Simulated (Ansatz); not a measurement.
Reaction (isomerisation): `[NH2][GeH]([OH])[CH2]F` → `[OH][GeH2][NH]CF`

Computed with Ansatz on PBE0-D4/def2-TZVP structures; ΔE is electronic, products minus reactants. CCSD(T)/CBS adds triple-zeta CCSD(T) − MP2 to the extrapolated MP2 energy (def2 sets, frozen cores). DFT in def2-TZVPP. For Ge outer-core shells are correlated without core-valence functions, which leaves a few kJ/mol of doubt a bond. Scalar relativity is left out up to krypton. One conformer a species, not always the lowest.

```json
{"level": "revPBE-D4", "ΔE (eV)": "-0.04"}
{"level": "r2SCAN-D4", "ΔE (eV)": "-0.03"}
{"level": "r2SCAN0-D4", "ΔE (eV)": "-0.02"}
{"level": "CAM-B3LYP-D4", "ΔE (eV)": "-0.05"}
{"level": "BLYP", "ΔE (eV)": "-0.02"}
{"level": "MP2/def2-TZVPP", "ΔE (eV)": "0.00"}
{"level": "SCS-MP2/def2-TZVPP", "ΔE (eV)": "-0.01"}
{"level": "HF/CBS(def2)", "ΔE (eV)": "-0.06"}
```

**Question.** What does CCSD(T)/CBS give? (Best estimate.)

**Answer.** Computed: +0.02 eV. The listed levels differ from it by -0.06, -0.05, -0.04, -0.07, -0.04, -0.02, -0.03, -0.08 eV.

**Question.** What do rigid-rotor, harmonic-oscillator terms from PBE0-D4/def2-TZVP frequencies (298.15 K, 1 bar) make of the CCSD(T)/CBS value? (Estimate.)

**Answer.** Computed: ΔZPE = +0.01 eV, ΔH = 0.00 eV, ΔS = -20 J/(mol·K), ΔG = +0.07 eV. Modes under 50 cm⁻¹ make the entropy rough.

Largest T1 diagnostic among the species: 0.012.

At CCSD(T), def2-SVP lies −0.27 eV from the extrapolated value and def2-TZVPP −0.03 eV. In def2-TZVPP, CCSD(T) changes the Hartree–Fock value by +0.05 eV (the triples alone add −0.01 eV) and MP2 by +0.05 eV. Leaving LDA and LC-ωPBE aside and taking each functional with its dispersion term where it has one, the values, not all of them listed here, spread over 0.05 eV, from B97M-V to ωB97M-V. LDA lies −0.08 eV from PBE without D4.
